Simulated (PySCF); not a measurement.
Frontier orbitals and the lowest excitations

C5H6N2.
Structure used (GFN2-xTB), in Å, numbered top down from 1:
```xyz
13
C5H6N2 angstrom
C     -2.631   -0.482    0.070
C     -1.510    0.085   -0.369
N     -0.299   -0.374    0.091
C      0.812    0.122   -0.289
C      2.096   -0.420    0.250
C      0.948    1.197   -1.223
N      1.049    2.058   -1.974
H     -3.598   -0.153   -0.265
H     -2.591   -1.291    0.778
H     -1.531    0.907   -1.086
H      2.715   -0.795   -0.565
H      2.654    0.369    0.755
H      1.881   -1.223    0.948
```

The calculation used PySCF, TDDFT wB97X-D/def2-SVPD, vertical, gas phase, core orbitals frozen in the response.

Kohn–Sham orbitals with the atoms that hold most of them (Löwdin shares over 4%, at most four atoms; ? is withheld):

```
orbital  ε (eV)                           atoms
 HOMO-3  -12.25  N7 34%, C6 27%, N3 14%, C2 12%
 HOMO-2  -12.09    N7 46%, C6 34%, C5 6%, C4 4%
 HOMO-1  -10.22                               ?
   HOMO       ?  C1 30%, C2 23%, N3 14%, C4 13%
   LUMO   -0.67                               ?
 LUMO+1    2.19  C2 28%, C1 21%, N3 12%, N7 11%
 LUMO+2    2.25  N7 26%, C6 24%, C5 19%, H13 7%
```

Which atoms hold the LUMO, and with what shares?

C4 (bonded to 2 C and N) 23%; N3 (bonded to 2 C) 21%; C1 (bonded to C and 2 H) 16%; N7 (bonded to C) 13%. By element: carbon 38% or more, nitrogen 34%.

Which atoms hold the HOMO-1, and with what shares?

N3 (bonded to 2 C) 61%; C2 (bonded to C, N and H) 12%; C4 (bonded to 2 C and N) 9%; H10 (bonded to C) 5%. By element: nitrogen 61% or more, carbon 21% or more, hydrogen 5% or more.

What is the HOMO energy, and the HOMO–LUMO gap?

ε(HOMO) = -9.36 eV; the gap is 8.69 eV (0.3195 hartree).

The HOMO–LUMO gap is 8.69 eV. Where does the response calculation put the lowest singlet, and from which orbitals?

S1 is at 4.21 eV (f = 0.0017), 4.48 eV below the gap, made of HOMO-1→LUMO (98%). Its leading pair isn't HOMO and LUMO; the energies of that pair differ by 9.55 eV. 

Give energy, strength and leading configuration of S1, S2, S3, S6 and S7, and follow the Löwdin shares of the leading atoms from the occupied to the empty orbital.

- S1 (4.21 eV, f 0.0017), HOMO-1→LUMO (98%): N3 61% → 21%, C2 12% → at most 13%, C4 9% → 23%
- S2 (5.13 eV, f 0.566), HOMO→LUMO (97%): C1 30% → 16%, C2 23% → at most 13%, C4 13% → 23%, N3 14% → 21%
- S3 (6.30 eV, f 0.0001), HOMO-2→LUMO (91%): N7 46% → 13%, C6 34% → at most 13%, C4 4% → 23%, N3 at most 4% → 21%
- S6 (7.26 eV, f 0.0017), HOMO-1→LUMO+1 (86%): N3 61% → 12%, C2 12% → 28%, C1 at most 5% → 21%
- S7 (7.42 eV, f 0.192), HOMO→LUMO+1 (76%): C1 30% → 21%, C2 23% → 28%

One conformer stands for the species.
